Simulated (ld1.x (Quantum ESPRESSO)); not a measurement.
# carbon (C), RRKJ: configuration errors across variants

- Element: carbon (C)
- Generator: ld1.x (Quantum ESPRESSO) 7.5
- Type: norm-conserving RRKJ (Kleinman–Bylander form)
- Functional: PBE
- Relativity: non-relativistic
- Frozen core: [He]
- Valence charge: 4
- Reference configuration: 2s2 2p2
- Partial waves: 2s (bound): rc 0.95 bohr; 2p (bound): rc 2.65 bohr; 3d channel at 0.05 Ry: rc 2.35 bohr
- Local potential: the d channel
- Core correction: Bessel-smoothed model core inside 0.60 bohr
- rho0: 0.02

All-electron excitation energies from the reference (eV): (1) 2s2 2p1 10.865; (2) 2s2 2p0 35.025; (3) 2s1 2p0 83.198; (4) 2s0 2p4 16.945; (5) 2s1 2p2 19.602; (6) 2s2 2p2.3 -1.159; (7) 2s2 2p1.5 3.965.

Errors AE − PS in meV (a dash: test not solved or not reliable):

```tsv
change	(1)	(2)	(3)	(4)	(5)	(6)	(7)	bound ghosts
base	+122	+1037	+1988	-121	-129	+1.8	+18	none
wave 2p (bound): rc 2.65 bohr becomes 2p (bound): rc 1.76 bohr	+23	+219	+474	+1.0	-11	+0.4	+3.3	none
wave 2p (bound): rc 2.65 bohr becomes 2p (bound): rc 1.92 bohr	+33	+312	+652	-12	-26	+0.4	+4.6	none
wave 2p (bound): rc 2.65 bohr becomes 2p (bound): rc 2.18 bohr	+53	+494	+994	-38	-53	+0.7	+7.5	none
wave 2p (bound): rc 2.65 bohr becomes 2p (bound): rc 2.54 bohr	+99	+865	+1674	-93	-106	+1.4	+14	none
wave 2p (bound): rc 2.65 bohr becomes 2p (bound): rc 2.76 bohr	+136	+1135	+2164	-138	-142	+2.1	+20	none
wave 2p (bound): rc 2.65 bohr becomes 2p (bound): rc 3.00 bohr	+206	+1604	+3009	-228	-198	+3.6	+32	none
wave 2p (bound): rc 2.65 bohr becomes 2p (bound): rc 3.50 bohr	+369	+2572	+4753	-459	-292	+8.4	+62	none
wave 2p (bound): rc 2.65 bohr becomes 2p (bound): rc 3.78 bohr	+483	+3181	+5856	-635	-334	+13	+85	none
wave 2p (bound): rc 2.65 bohr becomes 2p (bound): rc 4.04 bohr	+618	+3869	+7111	-860	-369	+19	+113	none
```

**Question.** Give the same row for: wave 2p (bound): rc 2.65 bohr becomes 2p (bound): rc 3.24 bohr.

**Answer.** +278, +2046, +3805, -326, -245, +5.5, +45; bound ghosts: none.
